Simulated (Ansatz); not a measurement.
`[F][GaH][O][SiH3]` + H–F → `[F][GaH][F]` + `O[SiH3]` at 298.15 K and 1 bar (ligand exchange at a Ga–O bond).

Isolated molecules relaxed with PBE0-D4/def2-TZVP in Ansatz; ΔE leaves out vibrations. CBS: MP2 limit from def2 TZ/QZ plus the TZ coupled-cluster correction, frozen cores. This one scheme is used for every species. For Ga outer-core shells are correlated without core-valence functions, which leaves a few kJ/mol of doubt a bond. Scalar relativity is left out up to krypton. One conformer a species, not always the lowest.

```
            species  CCSD(T)/CBS energy (Eh)  H − E (kJ/mol)  S (J/(mol·K))
`[F][GaH][O][SiH3]`              -2390.49581           121.2          359.9
                H–F               -100.39570            33.5          173.6
      `[F][GaH][F]`              -2124.20216            41.5          277.7
          `O[SiH3]`               -366.69042           113.6          257.8
```

H − E and S are ideal-gas, rigid-rotor, harmonic terms from PBE0-D4/def2-TZVP, for one conformer and one mirror image of each species. 1 Eh = 2625.50 kJ/mol, R = 8.31446 J/(mol·K).

Question: By hand: ΔE, ΔH, ΔS and ΔG.

Answer: ΔE = (-2124.20216) + (-366.69042) − (-2390.49581) − (-100.39570) = -0.00107 Eh = -2.8 kJ/mol. Δ(H − E) = 41.5 + 113.6 − 121.2 − 33.5 = 0.4, so ΔH = -2.4 kJ/mol. ΔS = 277.7 + 257.8 − 359.9 − 173.6 = 2.0 J/(mol·K). ΔG = -2.4 − 298.15 × (2.0)/1000 = -3.0 kJ/mol.

Question: By hand: the equilibrium constant, and the temperature at which ΔG would vanish if ΔH and ΔS stayed fixed.

Answer: log₁₀ K = −ΔG/(RT ln 10) = 0.5. ΔH and −TΔS have one sign here, so there is no such temperature. One of them is within its doubt of zero, so this could turn.

The number of gas molecules stays the same, so ΔS is small and ΔH decides. The sign of ΔG lies within the doubt. A doubt of 5 kJ/mol in ΔE shifts log₁₀ K by 0.9 here. Other conformers and mirror images would add mixing entropy, several J/(mol·K) or more a flexible species. Modes under 60 cm⁻¹, often nearly free rotors, make the harmonic entropy too high. These are equilibria of isolated gas molecules and say nothing of rates. Largest T1 diagnostic: 0.015 (customary marks: 0.02 for closed shells, 0.045 for open ones).
